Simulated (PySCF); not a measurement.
[NiCl5]3- holds Ni(II), d8, at total charge -3. The structure is a PBE0-D3(BJ)/def2-TZVP, IEF-PCM water geometry optimised for multiplicity 3; coordination square pyramidal, point group C2v, metal–donor distances 2.37–2.45 Å.

Method (PySCF 2.14, density fitting): CASSCF(8,5) with orbitals averaged over all microstates of the shell, strongly contracted NEVPT2 on the averaged canonical orbitals; basis x2c-TZVPall on the metal, x2c-SVPall elsewhere; spin-free X2C; IEF-PCM water; spin-orbit coupling by state interaction with the mean-field operator over all roots.

CASSCF energies above the lowest CASSCF root:

| state | CASSCF / cm⁻¹ |
| --- | --- |
| 3A1 | 0 |
| 3B2 | 1972 |
| 3B1 | 2408 |
| 3A2 | 4276 |
| 3A2 | 5072 |
| 3B1 | 5583 |
| 3B2 | 5682 |
| 1A1 | 16694 |
| 1A1 | 17372 |
| 1B2 | 18946 |
| 1B1 | 19265 |
| 1A2 | 20782 |
| 3A2 | 21472 |
| 3B1 | 23380 |
| 3B2 | 23548 |
| 1A2 | 25649 |
| 1A1 | 26460 |
| 1B1 | 28108 |
| 1B2 | 28348 |
| 1A1 | 29185 |
| 1A1 | 29463 |
| 1B2 | 29754 |

Q: How does dynamic correlation (SC-NEVPT2) move these states?

A: 
```csv
state,NEVPT2 / cm⁻¹,shift / cm⁻¹
3A1,0,0
3B2,2997,+1025
3B1,3678,+1269
3A2,6527,+2251
3A2,7492,+2420
3B1,8471,+2888
3B2,8649,+2967
1A1,14478,-2216
1A1,15647,-1725
1B2,18252,-694
1B1,18766,-498
1A2,21103,+321
3A2,20293,-1179
3B1,22630,-750
3B2,22839,-709
1A2,24476,-1173
1A1,25864,-596
1B1,27832,-276
1B2,28138,-210
1A1,29478,+292
1A1,29682,+219
1B2,30165,+410
```

NEVPT2 lifts 3B1 from 2408 to 3678 cm⁻¹; on the d shell alone such lifts tend to overshoot.
